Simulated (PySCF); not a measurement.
NMR data simulated for an unnamed compound:

1H NMR (600 MHz, computed): δ 6.08 (m, 1H), 5.55 (m, 1H), 5.48 (m, 1H), 2.52 (m, 2H), 2.17 (m, 2H), 2.08 (m, 1H), 1.71 (m, 1H).

13C{1H} NMR (computed): δ 171.5 (C), 146.5 (CH), 122.9 (CH2), 54.7 (C), 34.5 (CH2), 19.5 (CH2).

Level of theory: GIAO PBE/pcSseg-1 shieldings, geometry: PBE0-D3(BJ)/def2-SVP, in PySCF 2.14.0 with density-fitted response routines (fast rotation and ring inversion assumed for equivalent nuclei, one computed conformer, no solvent model, no relativistic terms).

References, each an isolated molecule treated in the same way: 1H (σref 31.20), 13C (σref 180.03) vs TMS.

**Question.** Which of these does the molecule contain: a heteroaromatic ring, a vinyl group CH=CH2, a nitrile, a non-aromatic C=C double bond, a C≡C triple bond?

**Answer.** 
- A heteroaromatic ring: no.
- A vinyl group CH=CH2: yes (δC 122.9, 146.5; δH 5.48 (m), 5.55 (m), 6.08 (m)).
- A nitrile: no.
- A non-aromatic C=C double bond: yes.
- A C≡C triple bond: no.

The data belong to SMILES C=CC1(C(=O)F)CCC1, C7H9FO; they needn't prove each group on their own.

Carbon signals by region: 1 in the far downfield region (above 160 ppm), 2 in the sp2 and nitrile region (100–160 ppm), 1 at 50–100 ppm, 2 below 50 ppm. Above 160 ppm: 171.5, carbonyl carbon.

Splittings by 19F in the carbon and heteronuclear signals aren't shown, as no couplings were computed. Shifts are as computed. Against solution values, carbons near 30 ppm lie about +2 ppm off and those near 130 ppm about +2 ppm. Of 1309 compounds with measured shifts, 239 miss one by over three times the rms of a fit or turn the order of signals round; such compounds aren't used in these exercises. Multiplicities follow the n + 1 count of equivalent neighbours, as no J values were calculated; m marks all less simple cases, F and P coupling included.
